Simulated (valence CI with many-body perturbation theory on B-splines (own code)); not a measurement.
## E1 line list for In XXXVII

Method: configuration interaction combined with many-body perturbation theory (CI+MBPT): three valence electrons over a frozen Dirac-Fock core [Ne], a basis of 11 s, 11 p, 10 d, 8 f, 5 g, 2 h functions for each j, with the one-electron correlation potential Σ1, the two-electron term Σ2, the three-electron term Σ3, Breit, model QED; selected CI, second order for the rest, scaled by the run's own slope (own B-spline code, finite nucleus).

No measured spectrum was set against this ion. As an estimate, large intervals hold to a few tenths of a per cent, small ones and those within an open d or f shell to about a per cent.

Lines 151 to 200 of 573 in falling wavelength, among levels below 9456.8 × 10³ cm⁻¹, chosen from the strongest by gf and those to the six lowest levels. Wavelengths and rates use the calculated energies. Electric multipoles are in the length gauge, E1 and E2 with the static RPA response of the core. Weak lines are less certain than strong ones. Lines between different terms over intervals too small for the method are left out, as are lines whose strength nearly cancels. The highest levels of a list are the least certain.

Levels are named by their leading jj configuration (3d3/2^4 stands for four electrons in 3d with j = 3/2), which in mixed levels can hold well under half, so a name can repeat and another be missing. Letters in brackets count levels of one name in rising energy.

```csv
λ vac (nm),Upper,Lower,A (s⁻¹),log gf,Branch %
8.925,(3d3/2^2 3d5/2) J=7/2,(3p3/2 3d3/2 3d5/2) J=7/2 [a],3.79e+10,-0.44,11.7
8.920,(3s 3d3/2 3d5/2) J=9/2 [b],(3s 3p3/2 3d5/2) J=7/2 [b],1.71e+11,0.31,77.2
8.906,(3p3/2^2 3d5/2) J=5/2 [b],(3p3/2^3) J=3/2,1.71e+11,0.09,43.1
8.905,(3p3/2 3d3/2 3d5/2) J=7/2 [b],(3s 3d3/2 3d5/2) J=5/2 [b],5.83e+10,-0.26,25.1
8.902,(3d3/2 3d5/2^2) J=7/2 [b],(3p3/2 3d3/2 3d5/2) J=7/2 [d],4.19e+10,-0.40,15.5
8.901,(3p1/2 3d3/2 3d5/2) J=5/2 [a],(3p1/2 3p3/2 3d3/2) J=3/2 [a],2.26e+10,-0.79,22.3
8.900,(3p3/2 3d5/2^2) J=7/2,(3s 3d5/2^2) J=7/2,5.62e+10,-0.27,18.7
8.897,(3p3/2 3d3/2^2) J=7/2,(3s 3d3/2 3d5/2) J=5/2 [a],5.30e+10,-0.30,16.4
8.892,(3s 3d5/2^2) J=7/2,(3s 3p3/2 3d5/2) J=5/2 [b],1.58e+11,0.18,45.5
8.888,(3d3/2^2 3d5/2) J=7/2,(3p3/2 3d3/2^2) J=5/2,6.67e+10,-0.20,20.6
8.877,(3p3/2^2 3d3/2) J=5/2,(3s 3p3/2 3d3/2) J=5/2 [b],1.60e+10,-0.94,4.0
8.868,(3p3/2 3d3/2 3d5/2) J=9/2 [a],(3s 3d3/2 3d5/2) J=7/2 [a],5.94e+10,-0.15,24.8
8.849,(3p1/2 3d3/2 3d5/2) J=7/2 [a],(3p1/2 3p3/2 3d3/2) J=5/2,2.65e+10,-0.60,38.6
8.842,(3p1/2 3p3/2 3d5/2) J=7/2 [a],(3s 3p1/2 3d5/2) J=7/2,1.11e+10,-0.98,9.9
8.833,(3d3/2 3d5/2^2) J=3/2 [a],(3p3/2 3d5/2^2) J=5/2 [a],2.60e+10,-0.91,8.0
8.831,(3p1/2 3d5/2^2) J=7/2,(3p1/2 3p3/2 3d5/2) J=5/2 [a],4.46e+10,-0.38,23.4
8.819,(3p3/2 3d3/2 3d5/2) J=9/2 [b],(3p3/2^2 3d3/2) J=7/2,5.92e+10,-0.16,18.4
8.812,(3d3/2^2 3d5/2) J=9/2,(3p3/2 3d3/2 3d5/2) J=7/2 [a],1.36e+10,-0.80,4.5
8.812,(3p3/2 3d3/2 3d5/2) J=5/2 [c],(3p3/2^2 3d3/2) J=5/2,4.44e+10,-0.51,11.7
8.805,(3p3/2 3d3/2 3d5/2) J=9/2 [b],(3s 3d3/2 3d5/2) J=9/2 [b],4.22e+10,-0.31,13.1
8.805,(3p1/2^2 3d5/2) J=5/2,(3p1/2^2 3p3/2) J=3/2,1.71e+10,-0.92,20.3
8.801,(3d3/2 3d5/2^2) J=3/2 [a],(3p3/2 3d3/2 3d5/2) J=3/2 [b],3.17e+10,-0.83,9.8
8.798,(3p3/2 3d3/2 3d5/2) J=7/2 [a],(3s 3d3/2 3d5/2) J=7/2 [a],3.74e+10,-0.46,13.6
8.793,(3s 3p1/2 3d5/2) J=7/2,(3s 3p1/2 3p3/2) J=5/2,2.57e+10,-0.62,85.2
8.792,(3d5/2^3) J=5/2,(3p3/2 3d5/2^2) J=7/2,4.66e+10,-0.49,16.7
8.770,(3d5/2^3) J=3/2,(3p3/2 3d5/2^2) J=1/2,4.28e+10,-0.70,15.7
8.756,(3p3/2 3d5/2^2) J=5/2 [b],(3s 3d5/2^2) J=7/2,6.79e+10,-0.33,22.1
8.752,(3p3/2 3d5/2^2) J=1/2,(3s 3d5/2^2) J=3/2,5.60e+10,-0.89,18.3
8.747,(3s 3d3/2 3d5/2) J=7/2 [a],(3s 3p3/2 3d3/2) J=5/2 [a],4.23e+10,-0.41,17.7
8.742,(3d3/2^2 3d5/2) J=9/2,(3p3/2 3d3/2 3d5/2) J=9/2 [a],3.59e+10,-0.39,12.0
8.729,(3p3/2^2 3d3/2) J=7/2,(3s 3p3/2 3d3/2) J=5/2 [b],1.80e+11,0.22,61.2
8.722,(3p1/2 3p3/2^2) J=3/2 [a],(3s 3p1/2 3p3/2) J=5/2,2.81e+10,-0.89,19.8
8.719,(3s 3d5/2^2) J=5/2,(3s 3p3/2 3d5/2) J=7/2 [a],3.52e+10,-0.62,15.1
8.717,(3p1/2 3p3/2 3d5/2) J=1/2,(3p1/2 3p3/2^2) J=1/2,9.88e+10,-0.65,57.6
8.713,(3s 3p3/2 3d5/2) J=7/2 [b],(3s^2 3d5/2) J=5/2,1.91e+11,0.24,96.0
8.701,(3p1/2 3p3/2 3d5/2) J=3/2 [b],(3p1/2 3p3/2^2) J=1/2,3.09e+10,-0.85,17.3
8.692,(3p3/2^2 3d3/2) J=3/2 [b],(3s 3p3/2 3d5/2) J=1/2,9.47e+10,-0.37,23.7
8.691,(3p3/2 3d5/2^2) J=3/2 [b],(3s 3d5/2^2) J=1/2,5.74e+10,-0.59,14.7
8.684,(3p3/2 3d3/2 3d5/2) J=3/2 [c],(3p3/2^2 3d5/2) J=3/2 [a],7.69e+10,-0.46,21.9
8.682,(3p3/2 3d5/2^2) J=1/2,(3p3/2^2 3d5/2) J=1/2,6.12e+10,-0.86,20.0
8.677,(3d3/2^2 3d5/2) J=9/2,(3p3/2 3d5/2^2) J=11/2,9.50e+09,-0.97,3.2
8.675,(3p3/2 3d5/2^2) J=3/2 [a],(3p3/2^2 3d5/2) J=5/2 [a],9.48e+10,-0.37,42.4
8.670,(3p3/2 3d3/2 3d5/2) J=5/2 [b],(3s 3d3/2 3d5/2) J=3/2,1.63e+10,-0.96,5.7
8.670,(3p3/2 3d3/2 3d5/2) J=3/2 [a],(3p3/2^2 3d3/2) J=3/2 [a],2.18e+10,-1.01,6.1
8.666,(3d3/2^2 3d5/2) J=1/2,(3p3/2 3d3/2^2) J=1/2,5.47e+10,-0.91,13.7
8.662,(3p1/2 3p3/2 3d3/2) J=5/2,(3s 3p1/2 3d3/2) J=5/2,1.79e+10,-0.92,24.8
8.659,(3p3/2 3d3/2 3d5/2) J=1/2 [a],(3p3/2^2 3d3/2) J=3/2 [a],4.60e+10,-0.99,15.2
8.658,(3p1/2 3d5/2^2) J=5/2,(3p1/2 3p3/2 3d5/2) J=5/2 [b],3.01e+10,-0.69,26.2
8.655,(3s 3d3/2 3d5/2) J=7/2 [b],(3s 3p3/2 3d5/2) J=5/2 [a],5.08e+10,-0.34,26.0
8.648,(3p3/2 3d3/2 3d5/2) J=5/2 [c],(3s 3d5/2^2) J=3/2,5.90e+10,-0.40,15.6
```

Q: How does gf follow from A for the line at 8.833 nm?

A: gf = 1.4992 × (2J+1)_upper × A / σ², with σ = 1132115 cm⁻¹ and 2J+1 = 4: gf = 0.122.
